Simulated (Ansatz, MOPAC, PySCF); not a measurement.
Molecule: TlCl (charge 0, singlet). SMILES: [Cl][Tl]
Geometry: optimised at B3LYP-D3(BJ)/def2-TZVP (Ansatz, a first-principles code).

Property: size of the dipole moment, in D. Set-up: PM7 with its own dispersion and hydrogen-bond terms; LANL2DZ with its own core potentials from Na on; six Cartesian d functions in 6-31G* and its kin unless marked 5d; def2 sets with scalar-relativistic core potentials past Kr; no spin-orbit coupling. First-principles rows: single points at B3LYP-D3(BJ) geometries (Ansatz). Semi-empirical rows: dipoles at the shared geometry.

```json
[
 {"level": "AM1", "program": "MOPAC", "size of the dipole moment (D)": "6.97"},
 {"level": "PM7", "program": "MOPAC", "size of the dipole moment (D)": "6.64"},
 {"level": "MNDO", "program": "MOPAC", "size of the dipole moment (D)": "6.63"},
 {"level": "PBE/LANL2DZ", "program": "Ansatz", "size of the dipole moment (D)": "5.41"},
 {"level": "PBE/def2-SVP", "program": "Ansatz", "size of the dipole moment (D)": "3.81"},
 {"level": "PBE/6-31G* with LANL2DZ past Ar", "program": "Ansatz", "size of the dipole moment (D)": "5.43"},
 {"level": "BP86/def2-SVP", "program": "PySCF", "size of the dipole moment (D)": "3.81"},
 {"level": "BP86/6-31G* with LANL2DZ past Ar (5d)", "program": "PySCF", "size of the dipole moment (D)": "5.41"},
 {"level": "B3LYP/LANL2DZ", "program": "Ansatz", "size of the dipole moment (D)": "5.58"},
 {"level": "B3LYP/def2-SVP", "program": "Ansatz", "size of the dipole moment (D)": "4.02"},
 {"level": "B3LYP/6-31G* with LANL2DZ past Ar", "program": "Ansatz", "size of the dipole moment (D)": "5.55"},
 {"level": "PBE0/6-31G* with LANL2DZ past Ar", "program": "Ansatz", "size of the dipole moment (D)": "5.68"},
 {"level": "M06-2X/6-31G* with LANL2DZ past Ar (5d)", "program": "PySCF", "size of the dipole moment (D)": "5.71"}
]
```

No value to compare with is used here. The 13 habitual levels span 3.81 (PBE/def2-SVP) to 6.97 D (AM1).

The levels are drawn from those run, B3LYP/6-31G* more often than the rest, none by its result; runs whose electronic state is in doubt are left out.
